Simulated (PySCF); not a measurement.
This PySCF input asks for the NMR shieldings of SMILES CN[SiH2][C@H](C)/C(C#N)=C/F, C6H11FN2Si; the geometry comes from GFN2-xTB.

```python
import basis_set_exchange as bse
import numpy as np
from pyscf import gto, dft
from pyscf.prop import nmr

atoms = """
C     3.185288    0.663316    0.738258
N     1.803608    0.251061    0.819378
Si    0.937107   -0.352773   -0.521525
C    -0.820252   -0.786806    0.123894
C    -1.538762   -1.680265   -0.874794
C    -1.561888    0.475771    0.418495
C    -1.202098    1.113447    1.628225
N    -0.879348    1.588086    2.621195
C    -2.484440    1.024237   -0.375021
F    -3.086424    2.186830   -0.077877
H     3.690256    0.050948   -0.004437
H     3.287487    1.712143    0.445000
H     3.674832    0.524343    1.702673
H     1.313089    0.735169    1.557861
H     1.605346   -1.579894   -0.960526
H     0.753343    0.545938   -1.675782
H    -0.711441   -1.331401    1.065778
H    -1.539547   -1.240033   -1.868837
H    -1.029694   -2.638390   -0.937306
H    -2.571032   -1.859583   -0.574810
H    -2.834349    0.614798   -1.309272
"""
names = dict.fromkeys(["C", "N", "Si", "F", "H"], "pcSseg-1")
basis = {el: gto.basis.parse(bse.get_basis(n, elements=[el], fmt="nwchem")) for el, n in names.items()}
mol = gto.M(atom=atoms, basis=basis, charge=0, verbose=0)
mf = dft.RKS(mol, xc="PBE0")
mf.grids.level = 2
mf.grids.alignment = dft.numint.BLKSIZE   # the property module wants whole blocks of grid points
mf.conv_tol = 1e-9
mf.kernel()

calc = nmr.RKS(mf)   # GIAO
C = mf.mo_coeff
Co = C[:, mf.mo_occ > 0]
resp = mf.gen_response(singlet=True, hermi=2)
def vind(x):   # induced exchange potential for any number of trial vectors
    d = np.einsum("pi,xij,qj->xpq", C, 2 * x.reshape(-1, C.shape[1], Co.shape[1]), Co, optimize=True)
    return np.einsum("xpq,pi,qj->xij", resp(d - d.transpose(0, 2, 1)), C, Co, optimize=True).ravel()
mo1, _ = nmr.rhf.solve_mo1(calc, with_cphf=vind)
sigma = calc.kernel(mo1)
for i, s in enumerate(sigma):   # ppm
    w = np.linalg.eigvalsh((s + s.T) / 2)
    print("%2d %-2s iso %8.1f  s11 %8.1f  s22 %8.1f  s33 %8.1f" % (i, mol.atom_pure_symbol(i), w.mean(), *w))
```

Problem. What are the results?

Solution. 
```
 0 C  iso    154.9  s11    130.6  s22    146.1  s33    187.9
 1 N  iso    252.5  s11    219.8  s22    248.4  s33    289.4
 2 Si iso    369.0  s11    333.0  s22    347.4  s33    426.6
 3 C  iso    163.0  s11    158.3  s22    163.2  s33    167.4
 4 C  iso    172.7  s11    156.0  s22    174.5  s33    187.5
 5 C  iso     78.0  s11    -10.9  s22     93.4  s33    151.4
 6 C  iso     64.7  s11    -54.3  s22    -46.2  s33    294.5
 7 N  iso    -59.4  s11   -208.4  s22   -182.2  s33    212.3
 8 C  iso     19.2  s11    -77.7  s22     51.5  s33     83.7
 9 F  iso    276.7  s11    157.9  s22    249.2  s33    422.9
10 H  iso     29.3  s11     25.1  s22     27.3  s33     35.5
11 H  iso     28.7  s11     23.1  s22     27.0  s33     36.1
12 H  iso     28.7  s11     23.3  s22     26.5  s33     36.3
13 H  iso     30.6  s11     19.1  s22     30.9  s33     41.9
14 H  iso     27.0  s11     23.3  s22     26.0  s33     31.7
15 H  iso     27.2  s11     24.4  s22     25.8  s33     31.4
16 H  iso     29.8  s11     25.6  s22     29.4  s33     34.4
17 H  iso     30.8  s11     27.2  s22     28.7  s33     36.5
18 H  iso     30.3  s11     25.2  s22     28.2  s33     37.6
19 H  iso     30.7  s11     26.2  s22     28.1  s33     37.7
20 H  iso     24.8  s11     21.2  s22     23.1  s33     30.1
```

These numbers come from an equivalent density-fitted implementation of the same equations, which agrees with the script to about 0.01 ppm for H and up to a few tenths of a ppm for heavy atoms, so last digits may differ.

Problem. Turn these shieldings into chemical shifts. Shifts are taken against calculated references (same method and geometry level): ¹³C (σref 186.93) and ²⁹Si (σref 349.16) and ¹H (σref 31.72) against TMS; ¹⁵N (σref 267.73) against NH3; ¹⁹F (σref 170.95) vs CFCl3.

Solution. Averaging equivalent atoms: C 8: 167.8; C 6: 122.3; C 5: 109.0; C 0: 32.0; C 3: 24.0; C 4: 14.3; N 7: 327.2; N 1: 15.2; Si 2: -19.8; F 9: -105.7; H 20: 6.92; H 14: 4.71; H 15: 4.51; H 10/11/12: 2.81; H 16: 1.91; H 17/18/19: 1.12; H 13: 1.08 ppm. Unscaled 19F shifts against computed CFCl3 carry errors that often reach 10 to 50 ppm. Experimental scales use liquid or dissolved standards, which lie at an offset from isolated NH3 (liquid NH3: subtract about 20 ppm). Unscaled 15N shifts of sp2 nitrogen come out 20 to 40 ppm too high even then.

Size and cost of the density-fitted run: 232 basis functions, 32 s wall time on 1 thread of an AMD EPYC 9R45 96-Core, shared host; peak memory 1 GiB.
